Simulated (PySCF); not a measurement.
SMILES [SiH3]OCCO[SiH3], singlet, GFN2-xTB optimised geometry.

```
16

Si     2.76    -1.86     0.00
O      1.24    -1.31     0.00
C      0.78     0.00     0.00
C     -0.75     0.00     0.00
O     -1.21     1.31     0.00
Si    -2.74     1.86     0.03
H      3.49    -1.40    -1.18
H      2.48    -3.29     0.00
H      3.49    -1.40     1.19
H      1.14     0.54    -0.89
H      1.14     0.54     0.89
H     -1.11    -0.53    -0.89
H     -1.11    -0.53     0.89
H     -3.49     1.40    -1.13
H     -3.44     1.41     1.24
H     -2.46     3.29     0.02
```

Density from CAM-B3LYP/def2-TZVP run with PySCF at that geometry.

Minimum of the electron density along straight lines between bonded atoms, close to the bond critical point (lines longer than 1.1 times the sum of covalent radii, or with two minima, are not listed):

```json
[
 {"bond": "Si1–O2", "length / Å": "1.621", "ρ at the minimum / e bohr⁻³": "0.143", "∇²ρ there / e bohr⁻⁵": "0.92", "position (fraction from the first atom)": "0.41"},
 {"bond": "O2–C3", "length / Å": "1.391", "ρ at the minimum / e bohr⁻³": "0.268", "∇²ρ there / e bohr⁻⁵": "-0.53", "position (fraction from the first atom)": "0.65"},
 {"bond": "C3–C4", "length / Å": "1.528", "ρ at the minimum / e bohr⁻³": "0.259", "∇²ρ there / e bohr⁻⁵": "-0.70", "position (fraction from the first atom)": "0.50"},
 {"bond": "C4–O5", "length / Å": "1.391", "ρ at the minimum / e bohr⁻³": "0.268", "∇²ρ there / e bohr⁻⁵": "-0.53", "position (fraction from the first atom)": "0.35"},
 {"bond": "O5–Si6", "length / Å": "1.622", "ρ at the minimum / e bohr⁻³": "0.143", "∇²ρ there / e bohr⁻⁵": "0.92", "position (fraction from the first atom)": "0.59"},
 {"bond": "Si1–H7", "length / Å": "1.466", "ρ at the minimum / e bohr⁻³": "0.127", "∇²ρ there / e bohr⁻⁵": "0.17", "position (fraction from the first atom)": "0.49"},
 {"bond": "Si1–H8", "length / Å": "1.452", "ρ at the minimum / e bohr⁻³": "0.130", "∇²ρ there / e bohr⁻⁵": "0.17", "position (fraction from the first atom)": "0.50"},
 {"bond": "Si1–H9", "length / Å": "1.466", "ρ at the minimum / e bohr⁻³": "0.127", "∇²ρ there / e bohr⁻⁵": "0.17", "position (fraction from the first atom)": "0.49"},
 {"bond": "C3–H10", "length / Å": "1.097", "ρ at the minimum / e bohr⁻³": "0.285", "∇²ρ there / e bohr⁻⁵": "-1.01", "position (fraction from the first atom)": "0.65"},
 {"bond": "C3–H11", "length / Å": "1.097", "ρ at the minimum / e bohr⁻³": "0.285", "∇²ρ there / e bohr⁻⁵": "-1.01", "position (fraction from the first atom)": "0.65"},
 {"bond": "C4–H12", "length / Å": "1.097", "ρ at the minimum / e bohr⁻³": "0.285", "∇²ρ there / e bohr⁻⁵": "-1.01", "position (fraction from the first atom)": "0.65"},
 {"bond": "C4–H13", "length / Å": "1.097", "ρ at the minimum / e bohr⁻³": "0.285", "∇²ρ there / e bohr⁻⁵": "-1.01", "position (fraction from the first atom)": "0.65"},
 {"bond": "Si6–H14", "length / Å": "1.466", "ρ at the minimum / e bohr⁻³": "0.127", "∇²ρ there / e bohr⁻⁵": "0.17", "position (fraction from the first atom)": "0.49"},
 {"bond": "Si6–H15", "length / Å": "1.466", "ρ at the minimum / e bohr⁻³": "0.127", "∇²ρ there / e bohr⁻⁵": "0.17", "position (fraction from the first atom)": "0.49"},
 {"bond": "Si6–H16", "length / Å": "1.452", "ρ at the minimum / e bohr⁻³": "0.130", "∇²ρ there / e bohr⁻⁵": "0.17", "position (fraction from the first atom)": "0.50"}
]
```
